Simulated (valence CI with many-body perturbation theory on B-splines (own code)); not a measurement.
Ti VIII: electric-dipole lines

Calculated by valence CI with perturbative core correlation (CI+MBPT): five valence electrons over a frozen Dirac-Fock core [Ne], a basis of 11 s, 11 p, 10 d, 8 f, 5 g, 2 h functions for each j, with the one-electron correlation potential Σ1, the two-electron term Σ2, the three-electron term Σ3, Breit, model QED; selected CI, second order for the rest, scaled by the run's own slope (own B-spline code, finite nucleus).

Against 9 measured levels this calculation errs by 148 cm⁻¹ on average and by 216 at most. These come from a selection out of Corliss and Sugar, J. Phys. Chem. Ref. Data 8, 1 (1979). Levels without a partner in it may be off by more. Among the levels kept, up to 3200 cm⁻¹ of a level comes from second order outside the variational space, and about a tenth of that is noise between levels of different J, which matters for small intervals.

Lines 101 to 150 of 591 in falling wavelength, among levels below 93.165 eV, chosen from the strongest by gf and those to the six lowest levels. Wavelengths and rates use the calculated energies, so an error of 100 cm⁻¹ moves a line at 413.9 Å by 0.041 % and its rate by three times that or more. Electric multipoles are in the length gauge, E1 and E2 with the static RPA response of the core. Weak lines are less certain than strong ones. Lines between different terms over intervals too small for the method are left out, as are lines whose strength nearly cancels. Where a level lies close to another of its J and parity, the split of strength between their lines is uncertain. The highest levels of a list are the least certain.

Names give the largest LS component (configuration and term), which can be under half, so a name can repeat, a term be missing and a line seem to break the LS rules; names also repeat where a configuration has a term twice. Letters in brackets count levels of one name in rising energy.

```tsv
λ vac (Å)	Upper	Lower	A (s⁻¹)	log gf	Branch %
413.9	3s.3p3.3d 4D°_1/2 [d]	3s2.3p2.3d 4P_1/2	4.15e+09	-0.67	8.8
413.3	3s.3p3.3d 4F°_7/2 [b]	3s2.3p2.3d 4F_7/2	1.07e+09	-0.66	20.5
413.1	3s.3p3.3d 4D°_5/2 [d]	3s2.3p2.3d 4P_3/2	3.22e+09	-0.31	7.0
413.1	3s.3p3.3d 4D°_3/2 [d]	3s2.3p2.3d 4P_3/2	1.89e+09	-0.71	4.2
411.3	3s.3p3.3d 2P°_1/2 [c]	3s2.3p2.3d 2D_3/2 [c]	3.62e+09	-0.74	5.3
410.1	3s.3p3.3d 4D°_7/2 [d]	3s2.3p2.3d 4P_5/2	4.97e+09	0.00	11.2
410.0	3s.3p3.3d 4D°_5/2 [d]	3s2.3p2.3d 4P_5/2	1.62e+09	-0.61	3.5
409.9	3s.3p3.3d 2F°_7/2 [a]	3s2.3p2.3d 2F_7/2 [a]	9.14e+08	-0.73	27.3
409.9	3s.3p3.3d 2D°_3/2 [c]	3s2.3p2.3d 4P_3/2	1.02e+09	-0.99	2.5
409.7	3s.3p3.3d 2P°_3/2 [c]	3s2.3p2.3d 2D_5/2 [c]	2.82e+09	-0.55	4.1
409.4	3s.3p3.3d 2F°_5/2 [c]	3s2.3p2.3d 2D_3/2 [a]	1.38e+09	-0.68	3.1
409.0	3s.3p3.3d 4F°_5/2 [b]	3s2.3p2.3d 4F_5/2	9.02e+08	-0.87	17.3
408.8	3s2.3p2.3d 2P_3/2 [a]	3s2.3p3 2D°_5/2	3.91e+09	-0.41	80.5
407.1	3s.3p3.3d 2F°_5/2 [a]	3s2.3p2.3d 2F_5/2 [a]	1.12e+09	-0.78	5.1
407.0	3s2.3p2.3d 2P_3/2 [a]	3s2.3p3 2D°_3/2	4.64e+08	-1.34	9.6
406.0	3s.3p3.3d 4F°_3/2 [b]	3s2.3p2.3d 4F_3/2	1.04e+09	-0.99	20.1
405.6	3p4.3d 4D_7/2	3s.3p3.3d 4D°_7/2 [a]	2.39e+09	-0.33	32.0
405.6	3p4.3d 4D_5/2	3s.3p3.3d 4D°_5/2 [a]	1.64e+09	-0.61	22.4
405.4	3p4.3d 4D_3/2	3s.3p3.3d 4D°_3/2 [a]	1.12e+09	-0.96	15.3
402.7	3s2.3p.3d2 2P°_3/2 [a]	3s2.3p2.3d 2D_5/2 [b]	3.10e+09	-0.52	4.4
401.9	3s2.3p2.3d 2P_1/2 [a]	3s2.3p3 2D°_3/2	4.04e+09	-0.71	78.6
398.3	3s.3p3.3d 2D°_5/2 [b]	3s2.3p2.3d 4D_7/2	1.01e+09	-0.84	6.9
397.1	3s2.3p.3d2 2P°_1/2 [a]	3s2.3p2.3d 2D_3/2 [b]	3.98e+09	-0.73	5.7
392.1	3s.3p3.3d 2D°_5/2 [d]	3s2.3p2.3d 2D_5/2 [a]	7.28e+08	-1.00	1.9
389.6	3s.3p3.3d 2D°_5/2 [b]	3s2.3p2.3d 2F_7/2 [a]	1.18e+09	-0.79	8.0
389.3	3s2.3p.3d2 2F°_5/2 [a]	3s2.3p2.3d 2F_5/2 [b]	2.14e+09	-0.53	4.7
387.3	3s.3p4 2S_1/2	3s2.3p3 2D°_3/2	2.67e+07	-2.92	0.6
387.1	3p5 2P°_3/2	3s.3p4 4P_5/2	1.54e+07	-2.86	0.4
385.8	3s2.3p.3d2 2F°_7/2 [a]	3s2.3p2.3d 2F_7/2 [b]	2.30e+09	-0.39	5.1
385.4	3s.3p3.3d 2D°_3/2 [b]	3s2.3p2.3d 2F_5/2 [a]	1.38e+09	-0.91	9.2
382.2	3s.3p3.3d 2F°_7/2 [d]	3s2.3p2.3d 2D_5/2 [a]	4.82e+09	-0.07	10.7
381.8	3s.3p3.3d 2P°_3/2 [c]	3s2.3p2.3d 2S_1/2	1.88e+09	-0.79	2.7
381.3	3s.3p3.3d 2P°_1/2 [c]	3s2.3p2.3d 2S_1/2	4.43e+09	-0.71	6.5
380.5	3s.3p3.3d 2P°_3/2 [b]	3s2.3p2.3d 2P_3/2 [b]	1.68e+09	-0.84	8.0
380.4	3s.3p3.3d 2G°_7/2 [b]	3s2.3p2.3d 4D_7/2	1.61e+09	-0.55	14.8
379.4	3s.3p3.3d 2P°_3/2 [c]	3s2.3p2.3d 2P_3/2 [c]	3.57e+09	-0.51	5.2
378.7	3s2.3p.3d2 2P°_3/2 [a]	3s2.3p2.3d 2D_5/2 [a]	2.04e+09	-0.76	2.9
376.8	3s.3p3.3d 2G°_9/2 [b]	3s2.3p2.3d 4D_7/2	2.89e+09	-0.21	26.6
375.8	3s.3p3.3d 2F°_5/2 [d]	3s2.3p2.3d 2D_3/2 [a]	3.79e+09	-0.32	8.2
375.5	3s.3p3.3d 2P°_3/2 [c]	3s2.3p2.3d 2P_1/2 [c]	2.02e+09	-0.77	2.9
374.8	3s.3p3.3d 4D°_7/2 [c]	3s2.3p2.3d 4F_9/2	1.93e+09	-0.49	3.4
374.6	3s.3p3.3d 2F°_7/2 [b]	3s2.3p2.3d 4D_7/2	6.11e+08	-0.99	6.7
372.9	3s.3p3.3d 2F°_5/2 [b]	3s2.3p2.3d 4D_5/2	7.74e+08	-1.01	11.6
372.5	3s.3p3.3d 2D°_5/2 [e]	3s2.3p2.3d 2F_7/2 [b]	2.14e+09	-0.57	4.0
372.4	3s.3p3.3d 2G°_7/2 [b]	3s2.3p2.3d 2F_7/2 [a]	1.71e+09	-0.55	15.7
372.3	3p4.3d 4F_9/2	3s.3p3.3d 4D°_7/2 [a]	2.24e+09	-0.33	29.8
371.2	3s.3p3.3d 2D°_3/2 [e]	3s2.3p2.3d 2F_5/2 [b]	1.25e+09	-0.99	2.5
370.3	3s.3p3.3d 2G°_7/2 [b]	3s2.3p2.3d 2F_5/2 [a]	1.79e+09	-0.53	16.4
370.1	3s.3p3.3d 2F°_5/2 [c]	3s2.3p2.3d 2G_7/2	2.23e+09	-0.56	5.1
369.8	3s.3p3.3d 2F°_7/2 [b]	3s2.3p2.3d 4D_5/2	5.82e+08	-1.02	6.4
```
